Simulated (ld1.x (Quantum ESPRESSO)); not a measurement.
**Cutoff test, palladium (Pd), ultrasoft**

palladium (Pd), ultrasoft, made with ld1.x (Quantum ESPRESSO) 7.5 (LDA (PZ), scalar-relativistic). Core [Kr], reference 4d8 5s0 5p0 (charge +2). Waves: 5s (bound, empty): rcut 2.30, rcutus 2.60 bohr; 5s channel at -1.05 Ry: rcut 2.30, rcutus 2.60 bohr; 5p (bound, empty): rcut 2.25, rcutus 2.75 bohr; 5p channel at 1.65 Ry: rcut 2.25, rcutus 2.75 bohr; 4d (bound): rcut 1.45, rcutus 1.70 bohr; 4d channel at -0.85 Ry: rcut 1.45, rcutus 1.70 bohr. Local part: all-electron potential smoothed inside 2.15 bohr (lloc = -1). Core correction: none. Augmentation charge: PSQ, inside the norm-conserving radii.

The pseudo-atom Hamiltonian at the reference potential is diagonalised in spherical Bessel functions j_l(qr) that vanish at 20 bohr, with q² up to the cutoff. All-electron valence levels (Ry): 5s -1.5129, 5p -1.0452, 4d -2.0268.

How do the lowest levels (Ry) of each channel move with the cutoff, and are there ghosts?

```
cutoff (Ry)     s #1     s #2     p #1     p #2     d #1     d #2     f #1     f #2  Σ f·Δε (mRy)
          8  -1.5128  -0.5413  -1.0451  -0.4149  -1.0797  -0.3880  -0.2808  -0.1620        7576.9
         12  -1.5129  -0.5413  -1.0452  -0.4149  -1.4177  -0.4368  -0.2813  -0.1624        4872.7
         21  -1.5130  -0.5413  -1.0452  -0.4149  -1.9095  -0.4914  -0.2814  -0.1626         938.6
         30  -1.5130  -0.5413  -1.0452  -0.4149  -2.0131  -0.5030  -0.2814  -0.1626         109.8
         40  -1.5130  -0.5413  -1.0452  -0.4149  -2.0261  -0.5052  -0.2814  -0.1626           5.9
         50  -1.5130  -0.5413  -1.0452  -0.4149  -2.0263  -0.5052  -0.2814  -0.1626           4.1
         70  -1.5130  -0.5413  -1.0452  -0.4149  -2.0267  -0.5052  -0.2814  -0.1626           0.6
         90  -1.5130  -0.5413  -1.0452  -0.4149  -2.0268  -0.5052  -0.2814  -0.1626           0.2
        400  -1.5130  -0.5413  -1.0452  -0.4149  -2.0268  -0.5052  -0.2814  -0.1626           0.0
```

Result: no extra level below or beside the all-electron valence levels (s, p, d, f tested); 10 mRy is reached at 40 Ry and 1 mRy at 70 Ry.

Test run stopped at test 8 of 9 (negative rho).
